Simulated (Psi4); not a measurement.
H$_{2}$BrIn (SMILES [Br][InH2]), singlet, geometry from GFN2-xTB (such geometries of metal compounds can be far from the true shape) (core potentials on In); CAM-B3LYP/def2-TZVPP run with Psi4 1.11.

Psi4 was given this input:
```
memory 2 GB

molecule {
0 1
In   -0.51284494   -0.81904443    0.16059093
H     0.03682229   -1.92658753    1.34168865
H    -1.93351310   -1.10254259   -0.74776384
Br    0.77217408    1.23320877   -0.24179658
}

set {
  basis def2-tzvpp
}

energy('cam-b3lyp')
print_variables()
```

Problem. Predict the main parts of the log of this Psi4 run.

Solution. 
```
   => Loading Basis Set <=

    Name: DEF2-TZVPP
    Role: ORBITAL
    Keyword: BASIS

    !!!  WARNING: ECP capability is in beta. Please check occupations closely.  !!!

         ---------------------------------------------------------
                                   SCF
               by Justin Turney, Rob Parrish, Andy Simmonett
                          and Daniel G. A. Smith
                              RKS Reference
         ---------------------------------------------------------

  ==> Geometry <==

    Molecular point group: c1
    Full point group: C1

    Geometry (in Angstrom), charge = 0, multiplicity = 1:

       Center              X                  Y                   Z               Mass
    ------------   -----------------  -----------------  -----------------  -----------------
         IN          -0.513351938161    -0.819854135433     0.160749689322   114.903878776000
         H            0.036315291839    -1.927397235433     1.341847409322     1.007825032230
         H           -1.934020098161    -1.103352295433    -0.747605080678     1.007825032230
         BR           0.771667081839     1.232399064567    -0.241637820678    78.918337600000

  Running in c1 symmetry.

  Rotational constants: A =      3.74741  B =      0.05842  C =      0.05752 [cm^-1]
  Rotational constants: A = 112344.66813  B =   1751.33269  C =   1724.45036 [MHz]
  Nuclear repulsion =  181.893409796322004

  Charge       = 0
  Multiplicity = 1
  Electrons    = 58
  Nalpha       = 29
  Nbeta        = 29

  ==> Algorithm <==

  SCF Algorithm Type is DF.
  DIIS enabled.
  MOM disabled.
  Fractional occupation disabled.
  Guess Type is SAD.
  Energy threshold   = 1.00e-06
  Density threshold  = 1.00e-06
  Integral threshold = 1.00e-12

  ==> Primary Basis <==

  Basis Set: DEF2-TZVPP
    Blend: DEF2-TZVPP
    Number of shells: 44
    Number of basis functions: 126
    Number of Cartesian functions: 144
    Spherical Harmonics?: true
    Max angular momentum: 3

  Core potential: DEF2-TZVPP
    Number of shells: 4
    Number of ECP primitives: 18
    Number of ECP core electrons: 28
    Max angular momentum: 3

  ==> DFT Potential <==

   => LibXC <=

    Version 7.1.2
    S. Lehtola, C. Steigemann, M. J. T. Oliveira, and M. A. L. Marques,  SoftwareX 7, 1–5 (2018) (10.1016/j.softx.2017.11.002)

   => Composite Functional: CAM-B3LYP <=

    CAM-B3LYP Hyb-GGA Exchange-Correlation Functional

    T. Yanai, D. P. Tew, and N. C. Handy,  Chem. Phys. Lett. 393, 51 (2004) (10.1016/j.cplett.2004.06.011)

    Deriv               =              1
    GGA                 =           TRUE
    Meta                =          FALSE

    Exchange Hybrid     =           TRUE
    MP2 Hybrid          =          FALSE

   => Exchange Functionals <=

    0.3500         Becke 88 [omega = 0.3300]
    0.4600   Short-range recipe for B88 functional - erf [omega = 0.3300]

   => Exact (HF) Exchange <=

    0.4600            HF,LR [omega = 0.3300]
    0.1900               HF

   => Correlation Functionals <=

    0.1900   Vosko, Wilk & Nusair (VWN5)
    0.8100   Lee, Yang & Parr

   => LibXC Density Thresholds  <==

    XC_HYB_GGA_XC_CAM_B3LYP:  1.00E-14

   => Molecular Quadrature <=

    Radial Scheme          =       TREUTLER
    Pruning Scheme         =           NONE
    Nuclear Scheme         =       TREUTLER

    Blocking Scheme        =         OCTREE
    BS radius alpha        =              1
    Pruning alpha          =              1
    Radial Points          =             75
    Spherical Points       =            302
    Total Points           =          87520
    Total Blocks           =            720
    Max Points             =            254
    Max Functions          =            126
    Weights Tolerance      =       1.00E-15

   => Loading Basis Set <=

    Name: (DEF2-TZVPP AUX)
    Role: JKFIT
    Keyword: DF_BASIS_SCF

  ==> Integral Setup <==

  SCF_SUBTYPE=INCORE selected. In-core MEM_DF algorithm will be used.
  Using in-core AOs.

  ==> MemDFJK: Density-Fitted J/K Matrices <==

    J tasked:                   Yes
    K tasked:                   Yes
    wK tasked:                  Yes
    Omega:                3.300E-01
    Algorithm:                 Core
    Schwarz Cutoff:           1E-12
    Mask sparsity (%):       3.9809
    Fitting Condition:        1E-10

   => Auxiliary Basis Set <=

  Basis Set: (DEF2-TZVPP AUX)
    Blend: DEF2-UNIVERSAL-JKFIT
    Number of shells: 118
    Number of basis functions: 520
    Number of Cartesian functions: 720
    Spherical Harmonics?: true
    Max angular momentum: 5

  Minimum eigenvalue in the overlap matrix is 2.6522537308E-03.
  Reciprocal condition number of the overlap matrix is 6.0167369302E-04.
    Using symmetric orthogonalization.

  ==> Pre-Iterations <==

  SCF Guess: Superposition of Atomic Densities via on-the-fly atomic UHF (no occupation information).

   -------------------------
    Irrep   Nso     Nmo
   -------------------------
     A        126     126
   -------------------------
    Total     126     126
   -------------------------

  ==> Iterations <==

                           Total Energy        Delta E     RMS |[F,P]|

   @DF-RKS iter SAD: -2763.15237195631016   -2.76315e+03   0.00000e+00
   @DF-RKS iter   1: -2765.23789584230599   -2.08552e+00   1.22249e-02 DIIS/ADIIS
   @DF-RKS iter   2: -2765.33379190028199   -9.58961e-02   1.11069e-02 DIIS/ADIIS
   @DF-RKS iter   3: -2765.62556764097189   -2.91776e-01   4.38241e-04 DIIS/ADIIS
   @DF-RKS iter   4: -2765.62671728901569   -1.14965e-03   2.21039e-04 DIIS/ADIIS
   @DF-RKS iter   5: -2765.62702478239453   -3.07493e-04   3.27892e-05 DIIS
   @DF-RKS iter   6: -2765.62703088158196   -6.09919e-06   4.90645e-06 DIIS
   @DF-RKS iter   7: -2765.62703114559463   -2.64013e-07   1.10535e-06 DIIS
   @DF-RKS iter   8: -2765.62703117151432   -2.59197e-08   4.86465e-07 DIIS
  Energy and wave function converged.

  ==> Post-Iterations <==

   Electrons on quadrature grid:
      Ntotal   =   57.9999960668 ; deviation = -3.933e-06

    Orbital Energies [Eh]
    ---------------------

    Doubly Occupied:

[...]
    Virtual:

[...]
     126A    123.949581

    Final Occupation by Irrep:
              A
    DOCC [    29 ]
    NA   [    29 ]
    NB   [    29 ]

  @DF-RKS Final Energy: -2765.62703117151432

   => Energetics <=

    Nuclear Repulsion Energy =            181.8934097963220040
    One-Electron Energy =               -4281.6114843655986988
    Two-Electron Energy =                1418.1273107814338346
    DFT Exchange-Correlation Energy =     -84.0362673836717420
    Empirical Dispersion Energy =           0.0000000000000000
    VV10 Nonlocal Energy =                  0.0000000000000000
    Total Energy =                      -2765.6270311715143180

Computation Completed

Properties will be evaluated at   0.000000,   0.000000,   0.000000 [a0]

Properties computed using the SCF density matrix

 Multipole Moments:

 ------------------------------------------------------------------------------------
     Multipole            Electronic (a.u.)      Nuclear  (a.u.)        Total (a.u.)
 ------------------------------------------------------------------------------------

 L = 1.  Multiply by 2.5417464519 to convert [e a0] to [Debye]
 Dipole X            :        -27.5077341           27.0802523           -0.4274818
 Dipole Y            :        -43.9315207           43.2488029           -0.6827178
 Dipole Z            :          8.6137023           -8.4798397            0.1338626
 Magnitude           :                                                    0.8165559

 ------------------------------------------------------------------------------------

  Variable Map:
  ----------------------------------------------------------------------------
[...]
  Array Variable Map:
  ----------------------------------------------------------------------------
[...]
[...]
```
